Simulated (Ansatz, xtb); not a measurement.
C4H7ClO2S: which of two isomers lies lower

Structure I is `C/C=C(/Cl)O[S@](C)=O`, a singlet and structure II is `C/C(=C\Cl)S(C)(=O)=O`, a singlet. Both are isolated molecules in the gas phase, relaxed with r2SCAN-D4/def2-SVP; the shapes shown needn't be the lowest conformers.

I (Å):

```yaml
atoms:
  - { symbol: C, position_ang: [3.2503, -0.4719, -0.8785] }
  - { symbol: C, position_ang: [2.1548, -1.3973, -1.2896] }
  - { symbol: C, position_ang: [0.8722, -1.2576, -0.9126] }
  - { symbol: C, position_ang: [-0.5542, 1.0084, 1.8006] }
  - { symbol: Cl, position_ang: [-0.3595, -2.4162, -1.3971] }
  - { symbol: O, position_ang: [0.4029, -0.2355, -0.1729] }
  - { symbol: O, position_ang: [1.6463, -0.4115, 2.1612] }
  - { symbol: S, position_ang: [0.2910, -0.5756, 1.5776] }
  - { symbol: H, position_ang: [3.7271, -0.0104, -1.7605] }
  - { symbol: H, position_ang: [2.8797, 0.3173, -0.2117] }
  - { symbol: H, position_ang: [4.0408, -1.0223, -0.3412] }
  - { symbol: H, position_ang: [2.3887, -2.2364, -1.9513] }
  - { symbol: H, position_ang: [0.1094, 1.7831, 1.3920] }
  - { symbol: H, position_ang: [-0.6987, 1.1443, 2.8814] }
  - { symbol: H, position_ang: [-1.5153, 0.9830, 1.2695] }
```

II (Å):

```csv
atom,x (Å),y (Å),z (Å)
C,-0.1953,-3.3319,-1.4845
C,-0.3611,-1.8641,-1.2969
C,-1.4221,-1.0921,-1.5731
C,1.2103,-1.3767,1.0120
Cl,-2.9087,-1.7051,-2.1975
O,2.2520,-1.5497,-1.4060
O,0.8154,0.4841,-0.8075
S,1.0914,-0.9564,-0.7300
H,0.6775,-3.5271,-2.1268
H,-0.0182,-3.8475,-0.5255
H,-1.0956,-3.7611,-1.9450
H,-1.4000,-0.0077,-1.4314
H,0.3189,-1.0050,1.5336
H,1.3310,-2.4620,1.1254
H,2.1121,-0.8566,1.3655
```

Which of the two would you expect CCSD(T)/def2-SVP + ΔMP2/def2-TZVPP electronic energies to favour?

Not settled: CCSD(T)/def2-SVP + ΔMP2/def2-TZVPP gives E(II) − E(I) = −0.472 eV, but this leans on the basis-set step: CCSD(T) alone gives +0.286 eV.

How the difference moves with the method:

```json
{"level": "r2SCAN-D4/def2-SVP", "geometry": "r2SCAN-D4/def2-SVP", "E(II) − E(I) (eV)": "+0.176", "departure from the last row (eV)": "+0.648", "job, with rough time for the two": "optimisation, 1.8 min"}
{"level": "HF/def2-SVP", "geometry": "r2SCAN-D4/def2-SVP", "E(II) − E(I) (eV)": "+0.118", "departure from the last row (eV)": "+0.590", "job, with rough time for the two": "part of the CCSD(T) run"}
{"level": "MP2/def2-SVP", "geometry": "r2SCAN-D4/def2-SVP", "E(II) − E(I) (eV)": "+0.127", "departure from the last row (eV)": "+0.599", "job, with rough time for the two": "part of the CCSD(T) run"}
{"level": "CCSD(T)/def2-SVP", "geometry": "r2SCAN-D4/def2-SVP", "E(II) − E(I) (eV)": "+0.286", "departure from the last row (eV)": "+0.758", "job, with rough time for the two": "single point"}
{"level": "CCSD(T)/def2-SVP + ΔMP2/def2-TZVPP", "geometry": "r2SCAN-D4/def2-SVP", "E(II) − E(I) (eV)": "−0.472", "departure from the last row (eV)": "", "job, with rough time for the two": "single point, 1.9 min"}
```

As drawn, II has 1 C–S, 1 O=S in place of 1 C–O, 1 O–S.

r2SCAN-D4/def2-SVP, HF/def2-SVP, MP2/def2-SVP, CCSD(T)/def2-SVP put the two in the other order. The largest departure from CCSD(T)/def2-SVP + ΔMP2/def2-TZVPP is that of CCSD(T)/def2-SVP, 0.758 eV. Levels run at GFN2-xTB geometries aren't shown. The last row adds to CCSD(T) the change of the MP2 difference between the two basis sets, here −0.758 eV, a large step that makes the value less sure.

With thermal terms from frequencies at re-optimised GFN2-xTB minima (ideal gas, soft modes damped towards free rotors, one conformer each, 298.15 K, 1 atm): the zero-point term adds +0.014 eV; ΔH is −0.469 and ΔG −0.435 eV.

The correlated steps freeze 16 core orbitals. Mirror images aren't counted in ΔG. Programs: Ansatz 0.2.0, xtb 6.7.1; the last row on 4 threads of Arm Neoverse V2 on a shared host.
